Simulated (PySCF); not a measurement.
SbCl2Br, SMILES [Cl][Sb]([Cl])[Br]. Geometry: PBE-D3(BJ)/def2-SVP. The def2 effective core potentials stand for the cores of Sb; spin–orbit coupling is left out.

Level of theory: PBE-D3(BJ)/def2-SVP (PySCF 2.14.0).

Harmonic wavenumbers (cm⁻¹): 88, 98, 123, 246, 350, 357. Rotational constants (GHz): 1.595, 0.9500, 0.7407; symmetry number 1.

Work out the zero-point energy and the ideal-gas rigid-rotor harmonic-oscillator thermochemistry at 298.15 K and 1 atm.

ZPE = ½ Σ hcν = ½ × 1262 cm⁻¹ = 1.80 kcal/mol. H − E(el) = 6.30 kcal/mol. Entropy in cal/(mol K): translation 42.71, rotation 30.04, vibration 14.31, total 87.06. G − E(el) = -19.65 kcal/mol. Cp = 18.69 cal/(mol K). Modes under 150 cm⁻¹ make the vibrational entropy uncertain.
